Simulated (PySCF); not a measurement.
# Shapes and spin states of OsS₂⁻

All numbers come from PBE0 in PySCF with Os def2-SVPD with ECP60, S def2-SVPD; scalar-relativistic core potentials, no spin–orbit coupling; density-fitted integrals.

Relaxations began from a few typed shapes and spin states; open shells are unrestricted. The search is not exhaustive: other isomers or separated fragments can lie lower, and high-lying points may rest on an excited occupation.

```json
{"spin": "doublet", "group": "C2v", "bonds": "Os–S 2.122 Å (×2)", "angles": "S–Os–S 150.5°", "imaginary modes (cm⁻¹)": "none", "ΔE (kJ/mol)": "0.0", "ΔE with ZPE (kJ/mol)": "0.0"}
{"spin": "doublet", "group": "C2v", "bonds": "Os–S 2.125 Å (×2)", "angles": "S–Os–S 153.8°", "imaginary modes (cm⁻¹)": "none", "ΔE (kJ/mol)": "0.7", "ΔE with ZPE (kJ/mol)": "0.7"}
{"spin": "doublet", "group": "D∞h", "bonds": "Os–S 2.135 Å (×2)", "angles": "S–Os–S 180.0°", "imaginary modes (cm⁻¹)": "54i, 54i", "ΔE (kJ/mol)": "3.6", "ΔE with ZPE (kJ/mol)": "–"}
{"spin": "quartet", "group": "C2v", "bonds": "Os–S 2.133 Å (×2)", "angles": "S–Os–S 119.9°", "imaginary modes (cm⁻¹)": "none", "ΔE (kJ/mol)": "12.0", "ΔE with ZPE (kJ/mol)": "12.3"}
{"spin": "sextet", "group": "C2v", "bonds": "Os–S 2.225 Å (×2)", "angles": "S–Os–S 137.2°", "imaginary modes (cm⁻¹)": "none", "ΔE (kJ/mol)": "74.3", "ΔE with ZPE (kJ/mol)": "73.6"}
{"spin": "sextet", "group": "D∞h", "bonds": "Os–S 2.260 Å (×2)", "angles": "S–Os–S 180.0°", "imaginary modes (cm⁻¹)": "128i, 128i", "ΔE (kJ/mol)": "104.4", "ΔE with ZPE (kJ/mol)": "–"}
{"spin": "sextet", "group": "C2v", "bonds": "Os–S 2.379 Å (×2), S–S 2.162 Å", "angles": "Os–S–S 63.0° (×2), S–Os–S 54.0°", "imaginary modes (cm⁻¹)": "none", "ΔE (kJ/mol)": "235.0", "ΔE with ZPE (kJ/mol)": "234.2"}
{"spin": "doublet (⟨S²⟩ 1.36)", "group": "C2v", "bonds": "Os–S 2.312 Å (×2), S–S 2.072 Å", "angles": "Os–S–S 63.4° (×2), S–Os–S 53.2°", "imaginary modes (cm⁻¹)": "none", "ΔE (kJ/mol)": "277.9", "ΔE with ZPE (kJ/mol)": "277.5"}
```

The lowest minimum found is the doublet C2v: Os–S 2.122 Å (×2); S–Os–S 150.5°.

Formally Os is in oxidation state +3, d5, with 1 unpaired electron (the high-spin count would be 5). The Mulliken spin on Os is 1.20. The polar-tensor charge on Os, 0.50, is far below the formal one.

For the lowest minimum: open d and f shells are described by one determinant, and the ground state may have another occupation or spin. The lowest empty level of this anion is unbound, so it and the gap depend on the basis. Spin–orbit coupling, left out here, can matter for elements this heavy.

The electron or spin density has lower symmetry than the nuclear frame for the doublet C2v at 0.7 kJ/mol.
